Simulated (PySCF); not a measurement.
Fill in the blanks.

Species: C₆H₁₀O₂P (charge -1).
SMILES with atom numbers: `[CH2:1]=[CH:2][P@:3](=[O:4])([O-:5])[CH:6]1[CH2:7][CH2:8][CH2:9]1` (hydrogens: H10, H11 on C1; H12 on C2; H13 on C6; H14, H15 on C7; H16, H17 on C8; H18, H19 on C9)

Conformer (atom-mapped SMILES and torsion angles): `[CH2:1]=[CH:2][P@:3](=[O:4])([O-:5])[CH:6]1[CH2:7][CH2:8][CH2:9]1`: C1–C2–P3–O4 3°, C2–P3–C6–C7 -84°.

```csv
property,level,value
point group,PBE0-D3(BJ)/def2-SVP,?
"rotational constants A, B, C",PBE0-D3(BJ)/def2-SVP,?
HOMO energy,KT2/pcSseg-1,-0.83 eV
LUMO energy,KT2/pcSseg-1,2.93 eV
13C chemical shifts (computed TMS as zero) by class,GIAO KT2/pcSseg-1,?
1H chemical shifts (computed TMS as zero) by class,GIAO KT2/pcSseg-1,?
"isotropic shieldings of nuclei other than C and H, by class",GIAO KT2/pcSseg-1,?
```

Gas-phase values; electronic properties from PySCF, density fitting. The structure is a single PBE0-D3(BJ)/def2-SVP conformer in the gas phase; no vibrational or solvent corrections. The geometry's basis has no diffuse functions, a weakness for an anion. No diffuse functions stand in pcSseg-1, which bears on an anion's orbital energies.

**Question.** What is the point group?

**Answer.** C1.

**Question.** Give the 1H chemical shifts (computed TMS as zero) by class.

**Answer.** 6.05 (H12), 5.78 (H10), 5.14 (H11), 3.26 (H16), 2.64 (H19), 1.93 (H15), 1.78 (H18), 1.72 (H14), 1.54 (H13), 1.24 (H17) ppm.

**Question.** What are the isotropic shieldings of nuclei other than C and H, by class?

**Answer.** 168 (O5), 205 (O4), 330 (P3) ppm.

**Question.** The 13C chemical shifts (computed TMS as zero) by class?

**Answer.** 145.8 (C2), 115.7 (C1), 40.5 (C6), 30.8 (C7), 28.8 (C9), 26.8 (C8) ppm.

**Question.** The rotational constants A, B, C?

**Answer.** 2.315, 1.128, 0.971 GHz.

With B = h/(8π²I), that is 505.379 GHz u Å² over I, the principal moments of inertia are 218.3, 448.1 and 520.4 u Å² (most abundant isotopes). The rotational constants make it an asymmetric top with κ = (2B − A − C)/(A − C) = -0.77, nearer the prolate limit (−1).
